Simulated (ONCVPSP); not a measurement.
**Building the ONCV potential for chromium (PBE, scalar-relativistic).**

```json
{
  "Element": "Cr (Z = 24)",
  "Generator": "ONCVPSP 4.0.1",
  "Type": "optimised norm-conserving Vanderbilt (ONCV)",
  "Functional": "PBE",
  "Relativity": "scalar-relativistic",
  "Frozen core": "[Ne]",
  "Valence charge": "14",
  "Reference configuration": "3s2 3p6 3d5 4s1",
  "Partial waves": "3s+4s: rc 1.55 bohr, ncon 4, nbas 9, qcut 6.2 1/bohr, 2 projectors; 3p: rc 1.25 bohr, ncon 4, nbas 9, qcut 8.7 1/bohr, 2 projectors, debl 2.9 Ha; 3d: rc 1.20 bohr, ncon 4, nbas 9, qcut 14.9 1/bohr, 3 projectors, debl 1.9 Ha",
  "Local potential": "polynomial inside 1.00 bohr (lpopt 5, dvloc0 1 Ha)",
  "Core correction": "none"
}
```

All-electron outer shells of the reference configuration (PBE, scalar-relativistic, ld1.x):

```csv
shell,level (eV),outermost node (bohr),outermost maximum (bohr)
2p,-560.70,–,0.20
3s,-73.99,0.36,0.78
3p,-45.44,0.33,0.80
4s,-4.01,1.12,2.74
3d,-2.91,–,0.84
```

Results:

* Cutoffs needed: 70 Ha and 83 Ha (the cutoffs (Ha) at which the residual kinetic energy of the hardest occupied pseudo-wave falls to 1 and 0.1 mHa per electron)
* Ghost test: no bound ghost flagged; no localised positive-energy state flagged
* Configuration tests: 2 of 4 tests not solved or not reliable

Generation and tests took about 5.9 s on one core of a shared server CPU.
